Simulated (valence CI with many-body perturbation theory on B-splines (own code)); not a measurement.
# Ce²⁴⁺: calculated level list

Computed by relativistic CI+MBPT: six valence electrons over a frozen Dirac-Fock core [Ar] 3d10, radial functions for each j: 9 s, 9 p, 8 d, 6 f, 3 g, 1 h, with the one-electron correlation potential Σ1 (screened to all orders), the two-electron term Σ2, the three-electron term Σ3, Breit, model QED; selected single and double excitations, second order for the rest, scaled by the run's own slope (own B-spline code, finite nucleus).

No measured spectrum was set against this ion. As an estimate, levels hold to about 250 cm⁻¹ or 0.2 % of their energy and the worst to 1 %, as in measured heavy ions of charge 2 to 7; those with d or f electrons hold less well. Among the levels kept, up to 700 cm⁻¹ of a level comes from second order outside the variational space, and about a tenth of that is noise between levels of different J, which matters for small intervals.

Levels 1 to 39 of 39, with energies above the lowest level, (4s^2 4p1/2^2 4p3/2^2) J=2. "Leading %" is the weight of the configuration and term that name the level; weights of strongly mixed levels are sums over their largest components and can fall short. In the jj column 3d3/2^4 stands for four electrons in 3d with j = 3/2. Lifetimes count E1, E2, E3, M1 and M2 decay at the calculated energies, and are blank where another channel may lead or the interval is too uncertain; long ones can be off by a factor of two.

| No. | Configuration | Term | J | E (cm⁻¹) | Leading % | Lifetime | g | Leading jj |
| --- | --- | --- | --- | --- | --- | --- | --- | --- |
| 1 | 4s²4p⁴ | ³P | 2 | 0 | 73 |  | 1.369 | 4s^2 4p1/2^2 4p3/2^2 (98 %) |
| 2 | 4s²4p⁴ | ¹S | 0 | 45853 | 54 | 407 ms |  | 4s^2 4p1/2^2 4p3/2^2 (97 %) |
| 3 | 4s²4p⁴ | ³P | 1 | 185640 | 98 | 7.75 μs | 1.499 | 4s^2 4p1/2 4p3/2^3 (98 %) |
| 4 | 4s²4p⁴ | ¹D | 2 | 211440 | 73 | 13.4 μs | 1.127 | 4s^2 4p1/2 4p3/2^3 (97 %) |
| 5 | 4s²4p⁴ | ³P | 0 | 418200 | 54 | 2.64 μs |  | 4s^2 4p3/2^4 (96 %) |
| 6 | 4s4p⁵ | ³P° | 2 | 667900 | 85 | 43.7 ps | 1.495 | 4s 4p1/2^2 4p3/2^3 (85 %) |
| 7 | 4s4p⁵ | ³P° | 1 | 716530 | 45 | 25.6 ps | 1.285 | 4s 4p1/2^2 4p3/2^3 (65 %) |
| 8 | 4s²4p³4d | ³F° | 2 | 784870 | 32 | 254 ps | 1.042 | 4s^2 4p1/2^2 4p3/2 4d3/2 (90 %) |
| 9 | 4s²4p³4d | ⁵D° | 0 | 793090 | 44 | 282 ns |  | 4s^2 4p1/2^2 4p3/2 4d3/2 (88 %) |
| 10 | 4s²4p³4d | ⁵D° | 3 | 796260 | 30 | 1.02 ns | 1.219 | 4s^2 4p1/2^2 4p3/2 4d3/2 (78 %) |
| 11 | 4s²4p³4d | ⁵D° | 1 | 817120 | 45 | 20.2 ps | 1.331 | 4s^2 4p1/2^2 4p3/2 4d3/2 (66 %) |
| 12 | 4s²4p³4d | ⁵D° | 4 | 829210 | 42 | 579 μs | 1.318 | 4s^2 4p1/2^2 4p3/2 4d5/2 (93 %) |
| 13 | 4s²4p³4d | ⁵D° | 2 | 856590 | 33 | 17.3 ps | 1.308 | 4s^2 4p1/2^2 4p3/2 4d5/2 (74 %) |
| 14 | 4s4p⁵ | ³P° | 0 | 857520 | 78 | 35.1 ps |  | 4s 4p1/2 4p3/2^4 (78 %) |
| 15 | 4s²4p³4d | ³G° | 3 | 891120 | 27 | 13.0 ps | 1.097 | 4s^2 4p1/2^2 4p3/2 4d5/2 (60 %) |
| 16 | 4s4p⁵ | ¹P° | 1 | 897320 | 32 | 22.5 ps | 1.163 | 4s 4p1/2 4p3/2^4 (56 %) |
| 17 | 4s²4p³4d | ³D° | 1 | 921860 | 57 | 17.3 ps | 0.868 | 4s^2 4p1/2^2 4p3/2 4d5/2 (63 %) |
| 18 | 4s²4p³4d | ³F° | 2 | 950450 | 45 | 215 ps | 1.004 | 4s^2 4p1/2 4p3/2^2 4d3/2 (92 %) |
| 19 | 4s²4p³4d | ¹S° | 0 | 956450 | 51 | 147 ps |  | 4s^2 4p1/2 4p3/2^2 4d3/2 (73 %) |
| 20 | 4s²4p³4d | ³D° | 1 | 963640 | 69 | 20.3 ps | 0.741 | 4s^2 4p1/2 4p3/2^2 4d3/2 (59 %) |
| 21 | 4s²4p³4d | ³F° | 3 | 966080 | 53 | 227 ps | 1.129 | 4s^2 4p1/2 4p3/2^2 4d3/2 (82 %) |
| 22 | 4s²4p³4d | ³D° | 3 | 987830 | 64 | 248 ps | 1.302 | 4s^2 4p1/2 4p3/2^2 4d5/2 (91 %) |
| 23 | 4s²4p³4d | ³G° | 4 | 990270 | 67 | 24.2 μs | 1.149 | 4s^2 4p1/2 4p3/2^2 4d3/2 (61 %) |
| 24 | 4s²4p³4d | ¹G° | 4 | 998600 | 37 | 15.2 μs | 1.213 | 4s^2 4p1/2 4p3/2^2 4d5/2 (66 %) |
| 25 | 4s²4p³4d | ³F° | 2 | 1020900 | 51 | 36.1 ps | 0.892 | 4s^2 4p1/2 4p3/2^2 4d3/2 (85 %) |
| 26 | 4s²4p³4d | ³F° | 4 | 1022900 | 55 | 53.8 μs | 1.149 | 4s^2 4p1/2 4p3/2^2 4d5/2 (88 %) |
| 27 | 4s²4p³4d | ³G° | 5 | 1032200 | 98 | 47.8 μs | 1.198 | 4s^2 4p1/2 4p3/2^2 4d5/2 (98 %) |
| 28 | 4s²4p³4d | ³S° | 1 | 1050200 | 22 | 4.10 ps | 1.259 | 4s^2 4p1/2 4p3/2^2 4d5/2 (48 %) |
| 29 | 4s²4p³4d | ³P° | 0 | 1067300 | 52 | 11.5 ps |  | 4s^2 4p1/2 4p3/2^2 4d5/2 (67 %) |
| 30 | 4s²4p³4d | ³P° | 2 | 1071700 | 42 | 3.64 ps | 1.287 | 4s^2 4p1/2 4p3/2^2 4d5/2 (52 %) |
| 31 | 4s²4p³4d | ³P° | 2 | 1076200 | 39 | 5.04 ps | 1.233 | 4s^2 4p1/2 4p3/2^2 4d5/2 (64 %) |
| 32 | 4s²4p³4d | ³D° | 3 | 1087800 | 64 | 1.84 ps | 1.189 | 4s^2 4p1/2 4p3/2^2 4d3/2 (56 %) |
| 33 | 4s²4p³4d | ³D° | 3 | 1092300 | 34 | 91.2 ps | 1.145 | 4s^2 4p1/2 4p3/2^2 4d5/2 (94 %) |
| 34 | 4s²4p³4d | ³P° | 1 | 1096800 | 55 | 2.12 ps | 1.261 | 4s^2 4p1/2 4p3/2^2 4d3/2 (58 %) |
| 35 | 4s²4p³4d | ³D° | 2 | 1106800 | 36 | 4.56 ps | 1.081 | 4s^2 4p1/2 4p3/2^2 4d5/2 (63 %) |
| 36 | 4s²4p³4d | ³S° | 1 | 1121800 | 49 | 2.21 ps | 1.508 | 4s^2 4p1/2 4p3/2^2 4d5/2 (42 %) |
| 37 | 4s²4p³4d | ¹F° | 3 | 1125100 | 45 | 4.12 ps | 1.060 | 4s^2 4p1/2 4p3/2^2 4d5/2 (45 %) |
| 38 | 4s²4p³4d | ¹P° | 1 | 1153400 | 45 | 1.85 ps | 0.933 | 4s^2 4p1/2 4p3/2^2 4d3/2 (54 %) |
| 39 | 4s²4p³4d | ¹D° | 2 | 1163900 | 42 | 1.91 ps | 1.161 | 4s^2 4p1/2 4p3/2^2 4d5/2 (77 %) |

Where two levels of one J and parity lie close, their mixing, g and order are uncertain.

The ionisation energy to 4s²4p³ ²P°3/2 of the next ion comes out as 825.87 eV (NIST: 824 ± 4 eV (theoretical)). All 39 levels together are meant to be complete up to 1166600 cm⁻¹.
